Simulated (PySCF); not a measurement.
C2H9FOSi2, SMILES C[Si@H](O)[C@H](F)[SiH3].

Geometry: r2SCAN-D4/def2-SVP. The structure was generated by enumeration; whether it is a known compound was not checked. The values are those of a single conformer.

All values below come from TDA-PBE/def2-SVPD (PySCF).

Vertical excitations. The molecule is in vacuum.

Computed lowest excited states:
| state | energy (eV) | λ (nm) | f | main pairs |
|---|---|---|---|---|
| S1 | 6.09 | 204 | 0.009 | HOMO→LUMO 96 % |
| S2 | 6.39 | 194 | 0.025 | HOMO−1→LUMO 98 % |
| S3 | 6.58 | 188 | 0.003 | HOMO→LUMO+1 92 % |
| S4 | 6.74 | 184 | 0.024 | HOMO→LUMO+2 72 %, HOMO−2→LUMO 18 % |
| S5 | 6.76 | 183 | 0.002 | HOMO−2→LUMO 78 %, HOMO→LUMO+2 15 % |
| S6 | 6.90 | 180 | 0.005 | HOMO−1→LUMO+1 72 %, HOMO−1→LUMO+2 25 % |
| T1 | 5.76 | 215 | 0 | HOMO→LUMO 96 % |
| T2 | 6.16 | 201 | 0 | HOMO−1→LUMO 96 % |
Triplets are in the Tamm–Dancoff approximation.
